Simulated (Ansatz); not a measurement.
Program: Ansatz. Geometries: PBE0-D4/def2-TZVP. ΔE: electronic, gas phase. CCSD(T)/CBS adds triple-zeta CCSD(T) − MP2 to the extrapolated MP2 energy (def2 sets, frozen cores). This one scheme is used for every species. DFT in def2-TZVPP. HSE06 is defined as in plane-wave codes. Elements past krypton have def2 core potentials. For Sb outer-core shells are correlated without core-valence functions, which leaves a few kJ/mol of doubt a bond. One conformer a species, not always the lowest.

Consider the cleavage of the B–Si bond: `SB[SiH2][SbH2]` + PH₃ → `PBS` + `[SiH3][SbH2]`.

```
         level  ΔE (kcal/mol)
    r2SCANh-D4           -5.2
        B2PLYP           -5.5
         HSE06           -5.2
MP2/def2-TZVPP           -5.2
```

(1) What does CCSD(T)/CBS give? (Best estimate.)

Largest T1 diagnostic among the species: 0.016.

## Answers

(1) The calculation gave: -4.6 kcal/mol. The listed levels differ from it by -0.6, -0.9, -0.6, -0.6 kcal/mol.

Leaving LDA and LC-ωPBE aside and taking each functional with its dispersion term where it has one, the values, not all of them listed here, spread over 1.3 kcal/mol, from B2PLYP to PBE-D4. In def2-TZVPP, CCSD(T) changes the Hartree–Fock value by +2.3 kcal/mol (the triples alone add +0.3 kcal/mol) and MP2 by +1.5 kcal/mol. The D4 term adds +1.0 kcal/mol with B3LYP and +0.7 kcal/mol with PBE0; it sums over pairs of atoms, weighted by their polarisabilities, and B3LYP, whose exchange is more repulsive, gets the larger term.

CCSD(T)/CBS has its own doubt, a few kJ/mol and more with outer-core shells, so smaller differences from it don't rank the levels.

B3LYP here is the variant with VWN-RPA as its local correlation; programs differ in this.
